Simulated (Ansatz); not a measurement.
SbH3 (stibine): the energy, rung by rung

SbH3: 4 atoms, total charge 0, spin state singlet. As SMILES, `[SbH3]`. The coordinates come from a PBE0-D4/def2-TZVP relaxation.

```xyz
4

Sb    0.4563   -0.3098   -0.4645
H     0.8439    0.0722    1.1539
H    -1.0391   -0.9844    0.0089
H    -0.2610    1.2219   -0.6983
```

Each level gives the energy change with the Sb1–H3 bond stretched from 1.707 to 2.134 Å (eV). The values are calculated.

```json
{"level": "SVWN5/STO-3G (restricted)", "kind": "LDA", "program": "Ansatz", "value (eV)": "1.19", "less FCI/STO-3G": "+0.07", "CPU time (all runs)": "1.5 s"}
{"level": "PBE/STO-3G (restricted)", "kind": "GGA", "program": "Ansatz", "value (eV)": "1.12", "less FCI/STO-3G": "0.00", "CPU time (all runs)": "2.5 s"}
{"level": "r2SCAN/STO-3G (restricted)", "kind": "meta-GGA", "program": "Ansatz", "value (eV)": "1.23", "less FCI/STO-3G": "+0.11", "CPU time (all runs)": "6.2 s"}
{"level": "PBE0/STO-3G (restricted)", "kind": "global hybrid", "program": "Ansatz", "value (eV)": "1.27", "less FCI/STO-3G": "+0.15", "CPU time (all runs)": "2.5 s"}
{"level": "CAM-B3LYP/STO-3G (restricted)", "kind": "range-separated hybrid", "program": "Ansatz", "value (eV)": "1.35", "less FCI/STO-3G": "+0.23", "CPU time (all runs)": "2.7 s"}
{"level": "wB97M-V/STO-3G (restricted)", "kind": "range-separated hybrid", "program": "Ansatz", "value (eV)": "1.35", "less FCI/STO-3G": "+0.23", "CPU time (all runs)": "27 s"}
{"level": "RPA@PBE/STO-3G (restricted)", "kind": "RPA", "program": "Ansatz", "value (eV)": "1.10", "less FCI/STO-3G": "-0.02", "CPU time (all runs)": "3.3 s"}
{"level": "CCSD/STO-3G (restricted)", "kind": "coupled cluster or CI", "program": "Ansatz", "value (eV)": "1.12", "less FCI/STO-3G": "0.00", "CPU time (all runs)": "0.53 s"}
{"level": "FCI/STO-3G", "kind": "exact in the basis", "program": "Ansatz", "value (eV)": "1.12", "less FCI/STO-3G": "0.00", "CPU time (all runs)": "0.86 s"}
```

FCI/STO-3G is exact within its basis and frozen core, so for wave-function methods in that basis the difference is their error; functionals converge differently with the basis, so for them it is only a difference. All-electron rows without a relativistic Hamiltonian named are non-relativistic. The first shape isn't each level's own minimum. The values span 1.10 to 1.35 eV. All rows use very small basis sets, so even the best lies far from the true value. In the correlated wave-function rows the outer d shell of Sb is correlated, in sets not made for it. Times are those of the runs behind each value, whatever else they computed, on shared processors of several kinds: orders of magnitude only.
